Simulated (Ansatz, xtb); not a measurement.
C4H3FO3: which of two isomers lies lower

Structure a: `O=C1OC=C[C@H](F)O1`, a singlet. Structure b: `Cc1oc(=O)oc1F`, a singlet. Both are isolated molecules in the gas phase, relaxed with PBE0-D3(BJ)/def2-SVP.

Energies in hartree; the thermal terms are from GFN2-xTB frequencies at re-optimised GFN2-xTB minima (ideal gas, soft modes damped towards free rotors, one conformer each, 298.15 K, 1 atm) and include the zero-point energy:

```
                              a           b
E, CCSD(T)/def2-SVP  −478.155863  −478.155603
    E, MP2/def2-SVP  −478.083742  −478.085571
  E, MP2/def2-TZVPP  −478.980015  −478.979330
  zero-point energy     0.068430     0.068378
       H(298 K) − E     0.075801     0.076328
       G(298 K) − E     0.037332     0.036854
```

Question: Correct the CCSD(T) difference for the basis set by the MP2 change, then work out ΔE, ΔE₀, ΔH and ΔG for a → b in kcal/mol (1 Eh = 627.51 kcal/mol) and the equilibrium ratio [b]/[a].

Answer: 1. Differences b − a: CCSD(T) +0.000260, MP2 in the small set −0.001829, MP2 in the large set +0.000685 Eh.
2. ΔE = +0.000260 + (+0.000685 − (−0.001829)) = +0.002774 Eh = +1.74 kcal/mol.
3. ΔE₀ = ΔE + ΔZPE = +0.002774 + (−0.000052) Eh = +1.71 kcal/mol.
4. ΔH = ΔE + (+0.000527) Eh = +2.07 kcal/mol.
5. ΔG = ΔE + (−0.000478) Eh = +1.44 kcal/mol, so ΔS = (ΔH − ΔG)/T = +8.8 J/(mol K).
6. kT = 0.9442 mEh, so K = [b]/[a] = exp(−ΔG/kT) = exp(−2.43) ≈ 0.088.

The sums favour a, but ΔE leans on the basis-set step (CCSD(T) alone has the other sign or is under 1 kcal/mol), so the order isn't settled. An error of 1 kcal/mol in ΔG would change K by a factor of 5.4. GFN2-xTB, HF/STO-3G, r2SCAN-D4/def2-SVP, PBE0-D3(BJ)/def2-SVP, MP2/def2-SVP gave ΔE the other sign. Mirror images and further conformers aren't counted.

As drawn, both hold the same kinds of bond in the same numbers. Structure a has 0 methyl groups, b 1. Structure a has a 6-membered ring, b a 5-membered ring.

Other levels gave ΔE = −8.4 (GFN2-xTB); −14.6 (HF/STO-3G, GFN2-xTB geometries); −1.5 (r2SCAN-D4/def2-SVP, GFN2-xTB geometries); −1.3 (PBE0-D3(BJ)/def2-SVP); +5.5 (HF/def2-SVP); −1.1 (MP2/def2-SVP); +0.2 (CCSD(T)/def2-SVP) kcal/mol. The correlated steps freeze 8 core orbitals. Programs: Ansatz 0.2.0, xtb 6.7.1.
